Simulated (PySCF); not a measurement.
An equivalent PySCF input for P³⁺ (phosphorus, charge +3), [Ne] 3s2, closed-shell 1S, with the non-relativistic Hamiltonian (point nucleus):

```python
from pyscf import gto, scf, dft, mp, cc
import basis_set_exchange as bse
mol = gto.M(atom="P 0 0 0", charge=3, spin=0, symmetry="D2h",
            basis=gto.basis.parse(bse.get_basis("def2-TZVP", elements=["P"], fmt="nwchem", header=False)))
mf = dft.UKS(mol, xc="B88,P86")
mf.irrep_nelec = {'Ag': (3, 3), 'B1u': (1, 1), 'B2u': (1, 1), 'B3u': (1, 1)}
mf.kernel()
```

It reaches the same state as the run whose output follows, with an energy that differs only through the grid. The run itself started from symmetry-adapted Hartree-Fock orbitals and held the occupation by maximum overlap, on a logarithmic radial grid, so the iterations belong to that start.

```
SCF conv_tol = 1e-09
number electrons alpha = 6  beta = 6
XC functionals = B88,P86
    A. D. Becke.,  Phys. Rev. A 38, 3098 (1988)
    J. P. Perdew.,  Phys. Rev. B 33, 8822 (1986)
cycle= 1 E= -339.061733923552  delta_E= -0.00486  |g|= 0.0151  |ddm|= 0.123
cycle= 2 E= -339.061748374  delta_E= -1.45e-05  |g|= 0.00652  |ddm|= 0.00602
cycle= 3 E= -339.061751761755  delta_E= -3.39e-06  |g|= 2.43e-05  |ddm|= 0.00154
cycle= 4 E= -339.061751761799  delta_E= -4.43e-11  |g|= 2.29e-07  |ddm|= 8.5e-06
converged SCF energy = -339.061751761799  <S^2> = -1.0658141e-14  2S+1 = 1
```
